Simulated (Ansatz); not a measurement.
`CS[Si]N` + H₂S → `N[Si]S` + CH₃SH  (ligand exchange at the Si–S bond)

Program: Ansatz. Geometries: PBE0-D4/def2-TZVP. ΔE: electronic, gas phase. CBS: MP2 limit from def2 TZ/QZ plus the TZ coupled-cluster correction, frozen cores. This one scheme is used for every species. One conformer a species, not always the lowest.

```
  species  CCSD(T)/CBS(def2) energy (Eh)
`CS[Si]N`                     -782.64978
      H₂S                     -398.97279
 `N[Si]S`                     -743.39408
    CH₃SH                     -438.22835
```

(1) Work out ΔE.

(2) What do rigid-rotor, harmonic-oscillator terms from PBE0-D4/def2-TZVP frequencies (298.15 K, 1 bar) make of the CCSD(T)/CBS value? (Best estimate.)

Largest T1 diagnostic among the species: 0.014.

Answers

(1) ΔE = (-743.39408) + (-438.22835) − (-782.64978) − (-398.97279) = 0.00014 Eh = +0.1 kcal/mol.

(2) The calculation gave: ΔZPE = +0.9 kcal/mol, ΔH = +0.3 kcal/mol, ΔS = 6 J/(mol·K), ΔG = -0.1 kcal/mol.

In def2-TZVPP, CCSD(T) changes the Hartree–Fock value by +1.6 kcal/mol (the triples alone add +0.4 kcal/mol) and MP2 by +2.0 kcal/mol. Leaving LDA and LC-ωPBE aside and taking each functional with its dispersion term where it has one, the values, not all of them listed here, spread over 0.9 kcal/mol, from B2PLYP to revPBE-D4. LDA lies +0.8 kcal/mol from PBE without D4.
